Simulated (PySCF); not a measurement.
Electron correlation in Sn(2+) (tin, charge +2)

[Kr] 4d10 5s2, closed-shell 1S. Calculation: PySCF 2.14, in aug-cc-pVDZ-PP with ECP28MDF; scalar relativity through the core potential. Frozen: 4s2 4p6 4d10; 2 electrons correlated.

Total MP2 correlation energy: -22.00 mhartree.

Same-spin part 0.00 and opposite-spin part -22.00 mhartree; SCS-MP2 scales them by 1/3 and 6/5 to -26.40 mhartree.

With two correlated electrons CCSD is exact within the correlated space (frozen core and kept virtual orbitals).

```
level  correlation energy (mhartree)
 CCSD                         -32.68
```

Diagnostics: T1 = 0.0027, D1 = 0.0038, largest double amplitude 0.102.

Task: Is a single reference adequate?

Result: Mostly. T1 lies below 0.03, but a double amplitude of this size points to a near-degeneracy that CCSD handles and MP2 describes poorly.
